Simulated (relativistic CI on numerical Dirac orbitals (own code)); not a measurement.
Computed by Dirac-Coulomb-Breit CI, orbitals from a KLI potential per configuration, model QED, unscaled Slater integrals (own radial code, finite nucleus).

The strongest absorption lines from the ground level of an ion, among the configurations computed and to levels below about 19200 eV (vacuum wavelength in nm, gf): 0.06496 (0.09), 0.06599 (0.063), 0.07441 (3.6e-05), 0.08379 (0.3), 0.08703 (7.3e-05), 0.08804 (0.27), 0.46054 (0.32), 5.0210 (0.0083).

Task: Which ion is it?
A. Yb66+
B. Os72+
C. Pb78+
D. Ra84+

Result: C. Pb78+ has 4 electrons and the ground level 2s2 1S_0; the strongest line goes to 2s 2p 1P°_1. The pattern of lines fixes the number of electrons, and along that sequence the line energies rise steadily with the charge (about as its square where n changes within one kind of shell, about linearly where n is kept but much faster in heavy ions where fine structure, which grows about as Z⁴, sets the gap, and irregularly where shells cross), which fixes Z. Configurations outside the model, such as inner-shell arrays, can give stronger lines. At this charge energies of transitions that change n are usually good to better than 1 %, and those within a shell (Δn = 0) to a few per cent.

LS names give the leading component of a level, which can be under half, so a name can repeat, a term be missing and a line seem to break the LS rules.
